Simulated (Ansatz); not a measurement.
```xyz
15

C     0.723    2.051   -0.875
O     0.971    1.020    0.056
Si    0.394   -0.504   -0.031
C     1.037   -1.412    1.444
F     0.965   -1.204   -1.361
Ge   -1.984   -0.533   -0.249
H     1.251    1.866   -1.815
H    -0.346    2.155   -1.088
H     1.083    2.988   -0.448
H     0.657   -0.967    2.366
H     0.734   -2.461    1.416
H     2.129   -1.367    1.464
H    -2.461    0.222   -1.503
H    -2.652    0.122    0.974
H    -2.500   -1.979   -0.349
```

The species carries charge 0 and has multiplicity 1.

Task: List the r2SCAN/def2-TZVPP orbital energies in eV (the Gaussian-basis code of Ansatz). (An estimate is asked.)

Result: The calculation gave: Occupied: -10833.89, -1792.15, -1349.03, -1199.08, -1199.08, -1199.07, -665.90, -516.01, -274.53, -272.80, -167.19, -142.41, -116.88, -116.87, -116.86, -97.32, -97.28, -97.23, -31.00, -30.18, -30.18, -30.12, -30.10, -30.10, -26.91, -18.62, -17.87, -14.56, -13.43, -12.37, -11.69, -11.67, -10.89, -10.74, -10.35, -10.22, -9.30, -8.63, -8.59, -8.21, -7.57, -6.77. Lowest empty: -0.16, -0.08, 0.54, 1.23, 1.51, 1.76, 2.09, 2.54.
